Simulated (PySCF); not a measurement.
H₂Se₂ (SMILES [SeH][SeH]), singlet, at a GFN2-xTB geometry, atoms displaced at random by about 0.03 Å a coordinate; PBE0/STO-3G, gradient (PySCF).

The PySCF input:
```python
from pyscf import gto, scf, dft

mol = gto.M(
    atom='''
Se    0.153817   -0.855644    0.723020
H     0.547069   -1.847486   -0.340884
Se   -0.231814    0.865281   -0.742008
H    -1.071421    1.496569    0.148028
''',
    basis='sto-3g',
    charge=0,
    spin=0,
    verbose=4,
)

mf = dft.RKS(mol)
mf.xc = 'pbe0'
mf.grids.level = 0
mf.kernel()
g = mf.nuc_grad_method()
g.grid_response = False
grad = g.kernel()
```

### Question
Write the output that PySCF gives for this input, abridged.

### Answer

```
PySCF version 2.14.0

[INPUT] verbose = 4
[INPUT] num. atoms = 4
[INPUT] num. electrons = 70
[INPUT] charge = 0
[INPUT] spin (= nelec alpha-beta = 2S) = 0
[INPUT] symmetry False subgroup None
[INPUT] Mole.unit = angstrom
[INPUT] Symbol           X                Y                Z      unit          X                Y                Z       unit  Magmom
[INPUT]  1 Se     0.153817000000  -0.855644000000   0.723020000000 AA    0.290672003302  -1.616932820127   1.366309782583 Bohr   0.0
[INPUT]  2 H      0.547069000000  -1.847486000000  -0.340884000000 AA    1.033810581240  -3.491242558968  -0.644177400246 Bohr   0.0
[INPUT]  3 Se    -0.231814000000   0.865281000000  -0.742008000000 AA   -0.438064971840   1.635144110790  -1.402191902236 Bohr   0.0
[INPUT]  4 H     -1.071421000000   1.496569000000   0.148028000000 AA   -2.024692254108   2.828105536514   0.279732378767 Bohr   0.0

nuclear repulsion = 304.903879783363
number of shells = 18
number of NR pGTOs = 114
number of NR cGTOs = 38
basis = sto-3g
ecp = {}

******** <class 'pyscf.dft.rks.RKS'> ********
method = RKS
initial guess = minao
damping factor = 0
level_shift factor = 0
DIIS = <class 'pyscf.scf.diis.CDIIS'>
diis_start_cycle = 1
diis_space = 8
diis_damp = 0
SCF conv_tol = 1e-09
SCF conv_tol_grad = None
SCF max_cycles = 50
direct_scf = True
direct_scf_tol = 1e-13
XC library pyscf.dft.libxc version 7.1.2
    S. Lehtola, C. Steigemann, M. J. T. Oliveira, and M. A. L. Marques,  SoftwareX 7, 1–5 (2018)
XC functionals = pbe0
    C. Adamo and V. Barone,  J. Chem. Phys. 110, 6158 (1999)
    M. Ernzerhof and G. E. Scuseria,  J. Chem. Phys. 110, 5029 (1999)
radial grids:
    Treutler-Ahlrichs [JCP 102, 346 (1995); DOI:10.1063/1.469408] (M4) radial grids

becke partition: Becke, JCP 88, 2547 (1988); DOI:10.1063/1.454033
pruning grids: <function nwchem_prune>
grids dens level: 0
symmetrized grids: False
atomic radii adjust function: <function treutler_atomic_radii_adjust>
small_rho_cutoff = 0
Set gradient conv threshold to 3.16228e-05
Initial guess from minao.
tot grids = 6136
init E= -4744.32215033165
  HOMO = -0.559982425153256  LUMO = -0.396835200635458  gap/eV = 4.43946
cycle= 1 E= -4750.41969798097  delta_E= -6.1  |g|= 0.415  |ddm|= 2.56
  HOMO = -0.0893856233135032  LUMO = 0.128165187364223  gap/eV = 5.91986
cycle= 2 E= -4750.48456789782  delta_E= -0.0649  |g|= 0.17  |ddm|= 1.29
  HOMO = -0.134274788198051  LUMO = 0.0820813129737031  gap/eV = 5.88735
cycle= 3 E= -4750.50058372013  delta_E= -0.016  |g|= 0.0196  |ddm|= 0.46
  HOMO = -0.13278181057814  LUMO = 0.083784596745656  gap/eV = 5.89307
cycle= 4 E= -4750.50077627406  delta_E= -0.000193  |g|= 0.00601  |ddm|= 0.0552
  HOMO = -0.132713759841053  LUMO = 0.0839691672860718  gap/eV = 5.89624
cycle= 5 E= -4750.50079615207  delta_E= -1.99e-05  |g|= 0.00043  |ddm|= 0.0154
  HOMO = -0.132734839145924  LUMO = 0.0839462011027827  gap/eV = 5.89619
cycle= 6 E= -4750.5007962905  delta_E= -1.38e-07  |g|= 5.8e-05  |ddm|= 0.0016
  HOMO = -0.132741152868725  LUMO = 0.0839414178310048  gap/eV = 5.89623
cycle= 7 E= -4750.50079629316  delta_E= -2.65e-09  |g|= 3.47e-06  |ddm|= 0.000209
  HOMO = -0.132740614607482  LUMO = 0.0839420012410646  gap/eV = 5.89623
cycle= 8 E= -4750.50079629317  delta_E= -1.27e-11  |g|= 2.03e-07  |ddm|= 1.39e-05
  HOMO = -0.132740613717281  LUMO = 0.0839419955278451  gap/eV = 5.89623
Extra cycle  E= -4750.50079629316  delta_E= 1.27e-11  |g|= 6.36e-08  |ddm|= 1.24e-06
converged SCF energy = -4750.50079629316

******** <class 'pyscf.grad.rks.Gradients'> for <class 'pyscf.dft.rks.RKS'> ********
unit = Eh/Bohr
grid_response = False
--------------- RKS gradients ---------------
         x                y                z
0 Se    -0.0157406809     0.0355210484    -0.0035771963
1 H     0.0072129544    -0.0144954643    -0.0121603864
2 Se    -0.0222773958     0.0020179981     0.0487705796
3 H     0.0335315981    -0.0232004587    -0.0326690384
----------------------------------------------
```
